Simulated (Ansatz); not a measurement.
`FC(F)C1OC1(F)F` + HCl → `FC(F)Cl` + `FC1(F)CO1`  (substitution at a C–C bond)

Computed with Ansatz on PBE0-D4/def2-TZVP structures; ΔE is electronic, products minus reactants. CBS: MP2 limit from def2 TZ/QZ plus the TZ coupled-cluster correction, frozen cores. This one scheme is used for every species. One conformer a species, not always the lowest.

| species | MP2/def2-SVP energy (Eh) |
| --- | --- |
| `FC(F)C1OC1(F)F` | -588.17251 |
| HCl | -460.08324 |
| `FC(F)Cl` | -697.11640 |
| `FC1(F)CO1` | -351.12386 |

**Question.** Work out ΔE.

**Answer.** ΔE = (-697.11640) + (-351.12386) − (-588.17251) − (-460.08324) = 0.01549 Eh = +0.42 eV. CCSD(T)/CBS gives +0.34 eV.

Largest T1 diagnostic among the species: 0.012.

From r2SCAN to r2SCAN0 (25 % exact exchange), in def2-TZVPP and without D4, ΔE moves by +0.03 eV. At CCSD(T), def2-SVP lies +0.10 eV from the extrapolated value and def2-TZVPP +0.02 eV. Leaving LDA and LC-ωPBE aside and taking each functional with its dispersion term where it has one, the values, not all of them listed here, spread over 0.10 eV, from revPBE-D4 to BHLYP-D4. LDA lies +0.08 eV from PBE without D4.
